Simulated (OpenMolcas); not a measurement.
## Levels of Lu+ by method

```
Program             : OpenMolcas
Basis               : ANO-RCC-VTZP [8s7p5d3f2g1h]
Scalar Hamiltonian  : DKH2, point nucleus
Active space        : 2 electrons in 11 orbitals (5d 6s 6d)
State averaging     : 2S+1 = 1 even, 6 roots; 2S+1 = 3 even, 5 roots kept (CI in the orbitals of an earlier block)
Spin-orbit coupling : state interaction with AMFI integrals over the reference wave functions, term energies averaged over their components
```

Methods on the same reference wave functions:
A. CASSCF
B. SS-CASPT2, IPEA 0.25 Eh, imaginary shift 0.1 Eh (closed shells correlated: 5s 5p)

Energies in cm⁻¹ above 6s² ¹S₀, the measured ground level; measured values from NIST Handbook of Basic Atomic Spectroscopic Data.

```tsv
Level	A	B	Measured
6s² ¹S₀	0.0	0.0	0.0
5d 6s ³D₁	9540	11750	11796
5d 6s ³D₂	10319	12480	12435
5d 6s ³D₃	12160	14370	14199
5d 6s ¹D₂	16304	17590	17333
```

Deviations, from unrounded energies. A percentage is the sum of absolute deviations over the sum of measured energies, with the sign that they share, or ± where signs differ.

```
           Against measurement  Levels      A     B
mean absolute deviation (cm-1)       4   1900   130
      other configurations (%)       4  -13.3  ±0.9
```

B lies closest to measurement on these levels. The largest miss of B in the table is 5d 6s ¹D₂, by +260 cm-1. The ranking rests on the paired levels alone, and a cruder setting can come out closer through cancelling errors.

The lowest spin-free term lies below A's lowest term by 0.207 hartree in B.

Term energies are means over components that CASPT2 splits; among the terms shown or strongly mixed into the levels shown the widest spread is 28 cm-1 (5d 6s ³D, B). Terms from blocks run as CI alone lack orbitals of their own. Active for correlation alone: 6d; no level in the range computed is led by a configuration that fills it, so any true level of that kind is missing. Without dynamic correlation excited terms often stand tens of per cent too high (terms of higher spin than the ground term too low), and those without a measured partner can miss by more than the paired ones (holds for A). Computed and measured levels are paired by configuration, term and J; levels that our copy of the source lacks, or whose pairing is in doubt (as where it misses far off the trend of its configuration), stay unpaired and out of the deviations. Levels of configurations outside the active space are missing.
